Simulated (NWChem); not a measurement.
# CH$_{3}$Cl$_{2}$FSn; SMILES [CH3][Sn]([F])([Cl])[Cl]

```xyz
8

C     -1.8154    -1.4220     0.0000
Sn    -0.2444     0.0068     0.0000
F     -0.9805     1.7909     0.0000
Cl     1.1223    -0.0875     1.8851
Cl     1.1223    -0.0875    -1.8851
H     -1.7268    -2.0399    -0.9027
H     -1.7268    -2.0399     0.9027
H     -2.7661    -0.8727     0.0000
```
Atoms are numbered in this order, from 1.

All runs: NWChem. The geometry was optimised at PBE0/def2-SVP. Not confirmed as a minimum by frequencies. def2 effective core potentials on Sn; no spin-orbit coupling.

For level OLYP/def2-SVP:

| Quantity | Value |
|---|---|
| highest occupied level (eV) | -7.53 |
| orbital gap (eV) | 4.86 |
| dipole (D) | 3.73 |

What are these values for level CAM-B3LYP/def2-SVP?

The highest occupied level (eV) is -10.41 and the orbital gap (eV) is 9.56. The dipole (D) is 3.85.
